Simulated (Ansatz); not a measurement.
The same path of BClH3NO + ClH (9 atoms, charge 0, multiplicity 1) was run twice with different band settings. Lost on the way: B1–O2, Cl8–H9. Made: B1–Cl8, O2–H9.

Level of theory: RKS PBE-D4/def2-SVP in Ansatz.

Relaxed end points:

```xyz
9
Properties=species:S:1:pos:R:3
B -0.187 -0.280 -0.142
O -0.546 0.196 1.114
H -1.378 -0.188 1.441
N 0.977 0.188 -0.757
H 1.570 0.889 -0.304
H 1.281 -0.124 -1.677
Cl -1.248 -1.486 -0.942
Cl 1.567 2.261 1.905
H 0.540 1.429 1.791
```

```xyz
9
Properties=species:S:1:pos:R:3
B 0.152 0.762 -0.456
O -0.105 -0.288 2.230
H -0.955 -0.436 1.773
N 1.286 0.093 -0.907
H 1.238 -0.840 -1.316
H 2.228 0.437 -0.722
Cl -1.477 0.096 -0.759
Cl 0.290 2.374 0.302
H -0.081 0.686 2.285
```

Common settings: spring 5.0 eV/Å²; optimiser quadratic models (default); start path through a guess of the saddle point; force threshold 0.05 eV/Å; iteration limit 60; end points relaxed.

| run | movable images | climbing image |
| --- | --- | --- |
| 1 | 5 | yes |
| 2 | 6 | no |

Task: What does each run give, and how far can it be trusted?

Result: Run 1: converged after 22 iterations, highest image 0.952 eV above the first end. A vibrational analysis at the climbing image gives one clearly imaginary mode, 302i cm⁻¹: a first-order saddle point.
Run 2: converged after 19 iterations, highest image 0.896 eV above the first end. No image climbed, so the highest image needn't sit at the top of the path.
The orbitals stay closed-shell, which can raise the energy where a bond breaks towards radicals; this wasn't checked here.
